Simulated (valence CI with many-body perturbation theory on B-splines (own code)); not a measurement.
**Forbidden lines of Mn X**

Method: configuration interaction combined with many-body perturbation theory (CI+MBPT): six valence electrons over a frozen Dirac-Fock core [Ne], radial functions for each j: 9 s, 9 p, 8 d, 6 f, 3 g, 1 h, with the one-electron correlation potential Σ1, the two-electron term Σ2, the three-electron term Σ3, Breit, model QED; selected CI, second order for the rest, scaled by the run's own slope (own B-spline code, finite nucleus).

No measured levels were compared; by estimate levels of excited configurations hold to 0.05 to 0.15 % of their energy, terms of the ground configuration to about 0.5 %. Among the levels kept, up to 1600 cm⁻¹ of a level comes from second order outside the variational space, and about a tenth of that is noise between levels of different J, which matters for small intervals.

Lines 1 to 45 of 45 in falling wavelength, among levels below 62.607 eV, chosen from the decays that carry over 1 % of a level's rate. Wavelengths and rates use the calculated energies, so an error of 200 cm⁻¹ moves a line at 732.4 nm by 1.5 % and its rate by three times that or more. Electric multipoles are in the length gauge, E1 and E2 with the static RPA response of the core. Weak lines are less certain than strong ones. Lines between different terms over intervals too small for the method are left out, as are lines whose strength nearly cancels. Branching is blank where the lifetime is uncertain.

Letters in brackets count levels of one name in rising energy.

```csv
λ vac (nm),Upper,Lower,Type,A (s⁻¹),Branch %
6154,3s²3p³3d ³G°_5,3s²3p³3d ³G°_4,M1,8.69e-02,
5568,3s²3p⁴ ³P_0,3s²3p⁴ ³P_1,M1,3.01e-01,98.5
998.0,3s²3p⁴ ³P_1,3s²3p⁴ ³P_2,M1,2.19e+01,100.0
846.3,3s²3p⁴ ³P_0,3s²3p⁴ ³P_2,E2,4.75e-03,1.6
732.4,3s²3p³3d ³F°_4 [a],3s²3p³3d ³D°_3 [a],M1,3.01e+00,
519.8,3s²3p³3d ³G°_4,3s²3p³3d ³F°_4 [a],M1,3.40e+00,
479.3,3s²3p³3d ³G°_5,3s²3p³3d ³F°_4 [a],M1,4.77e+00,
417.8,3s²3p³3d ³F°_4 [b],3s²3p³3d ¹G°_4,M1,2.63e+01,6.0
417.2,3s²3p⁴ ¹D_2,3s²3p⁴ ³P_1,M1,6.48e+00,10.8
358.2,3s²3p³3d ¹G°_4,3s²3p³3d ³F°_4 [a],M1,2.41e+00,
322.7,3s²3p³3d ³F°_4 [b],3s²3p³3d ³G°_5,M1,2.92e+01,6.7
317.1,3s²3p³3d ¹G°_4,3s²3p³3d ³F°_3 [a],M1,2.19e+00,
306.6,3s²3p³3d ³F°_4 [b],3s²3p³3d ³G°_4,M1,2.67e+01,6.1
304.0,3s²3p³3d ³G°_4,3s²3p³3d ³D°_3 [a],M1,2.02e-01,
294.2,3s²3p⁴ ¹D_2,3s²3p⁴ ³P_2,M1,5.35e+01,89.1
260.8,3s²3p³3d ³F°_4 [a],3s²3p³3d ⁵D°_4,M1,1.80e+01,
256.2,3s²3p³3d ³F°_4 [a],3s²3p³3d ⁵D°_3,M1,1.05e+00,
250.8,3s²3p⁴ ¹S_0,3s²3p⁴ ¹D_2,E2,7.23e+00,1.2
192.8,3s²3p³3d ³F°_4 [b],3s²3p³3d ³F°_4 [a],M1,1.18e+01,2.7
180.3,3s²3p³3d ³F°_4 [b],3s²3p³3d ³F°_3 [a],M1,7.24e+00,1.7
173.7,3s²3p³3d ³G°_4,3s²3p³3d ⁵D°_4,M1,5.87e+00,
171.6,3s²3p³3d ³G°_4,3s²3p³3d ⁵D°_3,M1,5.81e-01,
168.9,3s²3p³3d ³G°_5,3s²3p³3d ⁵D°_4,M1,9.88e-01,
168.9,3s²3p³3d ³G°_5,3s²3p³3d ⁵D°_4,E2,1.23e-01,
156.6,3s²3p⁴ ¹S_0,3s²3p⁴ ³P_1,M1,5.89e+02,98.6
152.6,3s²3p³3d ³F°_4 [b],3s²3p³3d ³D°_3 [a],M1,2.17e+01,5.0
150.9,3s²3p³3d ¹G°_4,3s²3p³3d ⁵D°_4,M1,1.32e+01,
149.4,3s²3p³3d ¹G°_4,3s²3p³3d ⁵D°_3,M1,3.13e+00,
110.9,3s²3p³3d ³F°_4 [b],3s²3p³3d ⁵D°_4,M1,1.60e+02,36.7
110.0,3s²3p³3d ³F°_4 [b],3s²3p³3d ⁵D°_3,M1,3.07e+01,7.0
73.51,3s²3p³3d ³F°_4 [a],3s3p⁵ ³P°_2,E2,2.23e+01,
64.40,3s²3p³3d ³G°_4,3s3p⁵ ³P°_2,E2,2.23e-01,
60.99,3s²3p³3d ¹G°_4,3s3p⁵ ³P°_2,E2,2.21e+00,
53.22,3s²3p³3d ³F°_4 [b],3s3p⁵ ³P°_2,E2,1.05e+02,24.1
27.89,3s²3p³3d ⁵D°_4,3s²3p⁴ ³P_2,M2,2.72e+01,
27.55,3s²3p³3d ³F°_4 [a],3s²3p⁴ ¹D_2,M2,4.43e+01,
26.16,3s²3p³3d ³G°_4,3s²3p⁴ ¹D_2,M2,9.17e-01,
25.58,3s²3p³3d ¹G°_4,3s²3p⁴ ¹D_2,M2,1.29e+01,
25.58,3s²3p³3d ¹G°_4,3s²3p⁴ ¹D_2,E3,5.66e-01,
24.62,3s²3p³3d ³G°_4,3s²3p⁴ ³P_1,E3,3.01e-01,
24.03,3s²3p³3d ³G°_4,3s²3p⁴ ³P_2,M2,4.77e-01,
24.03,3s²3p³3d ³G°_4,3s²3p⁴ ³P_2,E3,1.78e-01,
23.93,3s²3p³3d ³G°_5,3s²3p⁴ ³P_2,E3,5.69e-01,
23.54,3s²3p³3d ¹G°_4,3s²3p⁴ ³P_2,M2,2.83e+00,
22.28,3s²3p³3d ³F°_4 [b],3s²3p⁴ ³P_2,M2,1.01e+01,2.3
```
